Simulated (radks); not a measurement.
Species: S2+. Configuration: [He] 2s1 2p6 3s2 3p3 (not the ground configuration).

All-electron calculation, scalar-relativistic Kohn-Sham, PBE, spin-polarised, spherical densities, finite nucleus; open shells are filled with parallel spins first; Fermi nuclear charge, rms radius 3.2611 fm. Program: a radial shooting solver on a logarithmic mesh with Libxc functionals.

Energy parts (eV):
| part | energy |
|---|---|
| total | -10610.369 |
| kinetic | 10652.333 |
| electron-nucleus | -24817.786 |
| Hartree | 4206.738 |
| exchange-correlation | -651.654 |

Orbitals (lengths in bohr, moments of r in powers of bohr; r(max) is where P^2 peaks):
orbital  occ.  eigenvalue (eV)   r(max)      <r>
1s up       1        -2465.247  0.06325  0.09681
1s down     1        -2462.502  0.06328  0.09682
2s up       1        -260.0368   0.3837   0.4689
2s down     0        -255.2350   0.3844   0.4703
2p up       3        -206.0958   0.3206   0.4288
2p down     3        -201.5134   0.3206   0.4299
3s up       1         -44.7660    1.297    1.484
3s down     1         -40.4332    1.300    1.505
3p up       3         -32.5708    1.385    1.622
3p down     0         -28.5363    1.395    1.669

The highest occupied level is 3p up at -32.571 eV. The configuration is held as typed, so some empty levels lie below it. The electron density at the nucleus is 2867 e/bohr^3 (large components only). The density falls to 0.001 e/bohr^3 at r = 3.32 bohr. Summed over all electrons, <r^2> = 15.97 bohr^2, which gives a Langevin (diamagnetic) susceptibility term of -12.7 x 10^-6 cm^3/mol.
